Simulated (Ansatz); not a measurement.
Z-matrix (Å, degrees):
```
Sn
O 1 1.941
O 1 1.935 2 105.1
O 1 1.942 2 107.8 3 120.3
Br 1 2.452 2 114.2 3 -119.8
H 2 0.962 1 112.9 3 -149.1
H 3 0.962 1 111.3 2 3.7
H 4 0.961 1 112.8 2 139.1
```

Charge 0, multiplicity 1. Sn takes the def2 core potential.

**Question.** List the PBE/def2-TZVPP orbital energies in eV (Ansatz). (An estimate is asked.)

**Answer.** The calculation gave: Occupied: -13089.22, -1682.35, -1516.72, -1516.65, -1516.65, -510.66, -510.65, -510.62, -229.12, -171.31, -171.08, -171.07, -134.35, -90.35, -90.29, -90.25, -67.96, -67.90, -67.90, -67.73, -67.73, -27.40, -27.34, -27.04, -26.73, -26.72, -24.86, -24.09, -23.98, -19.38, -13.87, -12.15, -12.02, -10.45, -8.94, -8.74, -8.73, -7.76, -7.68, -7.66, -7.51, -7.42. Lowest empty: -3.05, -0.42, -0.34, -0.09, 1.05, 1.53, 1.70, 2.51.
